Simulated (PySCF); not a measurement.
## How methods differ on the excitation energy of Li

Li [He] 2s1 (2S) → Li [He] 2p1 (2P), as a difference of total energies. All numbers are calculated (PySCF 2.14, no relativity, point nucleus, in aug-cc-pVDZ). The calculations carry no spin-orbit coupling.

| method | excitation energy (cm⁻¹) |
| --- | --- |
| UHF | 14882 |
| LDA | 12944 |
| PBE | 12650 |
| BP86 | 12291 |
| wB97M-V | 14710 |
| MN15 | 13791 |

Estimate what r2SCAN gives.

13099 cm⁻¹, closest to LDA among the rows shown.

Estimate what PBE0 gives.

13300 cm⁻¹, closest to LDA among the rows shown.

For comparison: 14904 cm⁻¹ (measured; NIST levels, between the centres of gravity of the two terms).
